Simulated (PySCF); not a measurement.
Bond stretch in SMILES [AsH3] (H3As). The As1–H4 bond (As1 also carries H, H; H4 carries nothing else) is varied alone, starting from the PBE0/def2-TZVP optimised geometry.

UHF/3-21G = PySCF with unrestricted Hartree-Fock/3-21G; UKS-B3LYP/6-31G* = unrestricted B3LYP/6-31G*, spherical d in PySCF 2.14.0; RKS-B3LYP/6-31G* = restricted B3LYP/6-31G*, spherical d in PySCF 2.14.0; UCCSD(T) = CCSD(T) on UHF/cc-pVDZ, 9 core orbitals frozen in PySCF.

Energies relative to the lowest point of each curve near equilibrium, in eV; the last columns give the difference from UCCSD(T):

```csv
R / Å,UHF/3-21G,UKS-B3LYP/6-31G*,RKS-B3LYP/6-31G*,UCCSD(T),UHF/3-21G − UCCSD(T),UKS-B3LYP/6-31G* − UCCSD(T),RKS-B3LYP/6-31G* − UCCSD(T)
1.21,1.428,1.562,1.562,1.518,-0.090,0.044,0.044
1.30,0.619,0.692,0.692,0.663,-0.044,0.029,0.029
1.36,0.300,0.343,0.343,0.323,-0.023,0.021,0.021
1.42,0.110,0.131,0.131,0.119,-0.009,0.013,0.013
1.49,0.011,0.015,0.015,0.012,-0.001,0.004,0.004
1.52,0.000,0.000,0.000,0.000,0.000,0.000,0.000
1.56,0.010,0.005,0.005,0.010,-0.001,-0.005,-0.005
1.61,0.054,0.046,0.046,0.057,-0.003,-0.011,-0.011
1.67,0.145,0.135,0.135,0.153,-0.008,-0.018,-0.018
1.77,0.366,0.352,0.352,0.380,-0.014,-0.028,-0.028
1.89,0.707,0.681,0.681,0.714,-0.006,-0.033,-0.033
2.05,1.216,1.168,1.168,1.195,0.021,-0.028,-0.028
2.27,1.675,1.839,1.839,1.834,-0.159,0.005,0.005
2.50,1.925,2.459,2.481,2.388,-0.463,0.070,0.092
2.74,2.058,2.867,3.059,2.815,-0.757,0.051,0.243
3.06,2.139,3.148,3.680,3.116,-0.976,0.032,0.565
3.35,2.171,3.267,4.115,3.210,-1.039,0.057,0.905
3.72,2.190,3.335,4.528,3.247,-1.058,0.088,1.281
4.06,2.197,3.362,4.801,3.258,-1.061,0.104,1.543
4.54,2.202,3.378,5.061,3.263,-1.061,0.115,1.798
5.30,2.204,3.385,5.282,3.265,-1.061,0.120,2.016
```

UHF/3-21G is furthest from UCCSD(T) at 5.30 (-1.061 eV, below); its mean absolute difference over the points is 0.374 eV.

UKS-B3LYP/6-31G* is furthest from UCCSD(T) at 5.30 (0.120 eV, above); its mean absolute difference over the points is 0.042 eV.

RKS-B3LYP/6-31G* is furthest from UCCSD(T) at 5.30 (2.016 eV, above); its mean absolute difference over the points is 0.413 eV.

The unrestricted determinant behind UHF/3-21G, UCCSD(T) is spin-contaminated at 2.05 to 5.30 Å (<S²> up to 1.0, against 0.00 for a pure singlet). The unrestricted determinant behind UKS-B3LYP/6-31G* is spin-contaminated at 2.50 to 5.30 Å (<S²> up to 1.0, against 0.00 for a pure singlet). The restricted form behind RKS-B3LYP/6-31G* keeps the bonding electrons paired and can't separate into open-shell fragments.
